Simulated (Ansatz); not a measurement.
Input for Ansatz (development build ahead of 0.2.0):

```yaml
crystal:
  periodic: [false, false, false]
  atoms:
    - { symbol: Ag, position_ang: [-0.00432, -0.00667, -0.03985] }
    - { symbol: H, position_ang: [0.00941, -0.00172, 1.59079] }
basis:
  gaussian: { orbitals: STO-3G }
hamiltonian:
  xc: hf
correlation:
  method: mp2
  frozen_orbitals: { Ag: 14, H: 0 }
```

The input is written out in the form of the current development build from the run's settings.

Results

```yaml
Converged: yes
Reference_energy: -5147.05266 hartree
Correlation_energy: -0.04200 hartree
Total_energy: -5147.09466 hartree
Spin_squared_of_the_determinant: 0.000
```
